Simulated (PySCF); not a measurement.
Two-component Hartree-Fock for C³⁺ (carbon, charge +3)

Start: [He] 2s1; 2s1/2 filled at m_j = +1/2. Calculated with PySCF 2.14 in x2c-QZVPPall-2c (7s4p3d2f1g, 57 functions): generalised Hartree-Fock with the X2C-1e Hamiltonian and a Gaussian nucleus; one run each with spin-orbit coupling (SO) switched off, then screened by Boettger's factors.

```tsv
spinor shell	electrons	ε, spin-free (eV)	ε, screened SO (eV)	weight of nominal j (screened SO)	rms radius, screened SO (bohr)
1s1/2	2	-366.93	-366.93	1.000	0.310
2s1/2	1	-64.385	-64.385	1.000	1.38
```

```tsv
quantity	spin-free	screened SO
E (hartree)	-34.74063	-34.74063
M_J	1/2	1/2
⟨J²⟩	0.750	0.750
⟨L²⟩	0.000	0.000
⟨S²⟩	0.750	0.750
```

Each row is a mean over spinors that exchange with the open shell spreads, by up to 2.370 eV (1s1/2).

Without spin-orbit coupling the j labels of p, d and f shells carry no meaning; the spin-free column gives the mean over the occupied spinors of each nl shell.
